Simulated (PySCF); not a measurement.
**Cr²⁺ (chromium, charge +2) across methods**

[Ar] 3d3 4s1, 4s spin antiparallel (an excited configuration). Computed with PySCF 2.14 in x2c-TZVPPall (6s5p4d2f1g, 64 functions), with the spin-free X2C one-electron Hamiltonian (Gaussian nucleus). The B2PLYP total includes its PT2 part (frozen core); its orbital energies are those of the SCF part.

| method | E (hartree) | mean ε 3p β (eV) | mean ε 3d α (eV) | mean ε 4s β (eV) | Σ⟨r²⟩ (bohr²) | ⟨S²⟩ |
| --- | --- | --- | --- | --- | --- | --- |
| r2SCAN | -1049.596 | -71.998 | -30.837 | -20.981 | 21.79 | 3.001 |
| CAM-B3LYP | -1049.696 | -75.532 | -34.214 | -22.955 | 21.72 | 3.001 |
| PW91 | -1049.676 | -71.273 | -30.238 | -20.887 | 21.75 | 3.001 |
| M06 | -1049.583 | -74.486 | -32.472 | -21.712 | 21.60 | 3.001 |
| PBE0 | -1049.425 | -74.133 | -32.685 | -21.580 | 21.73 | 3.001 |
| LDA | -1047.271 | -71.270 | -30.210 | -21.069 | 21.73 | 3.000 |
| UHF | -1048.63679 | -81.447 | -39.608 | -23.331 | 21.87 | 3.003 |
| B2PLYP | -1049.391 | -76.874 | -35.280 | -22.329 | 21.75 | 3.001 |
| PBE | -1049.382 | -71.172 | -30.124 | -20.811 | 21.76 | 3.001 |

With the s spin flipped the determinant is a mixture of two multiplicities, not a spectroscopic state.
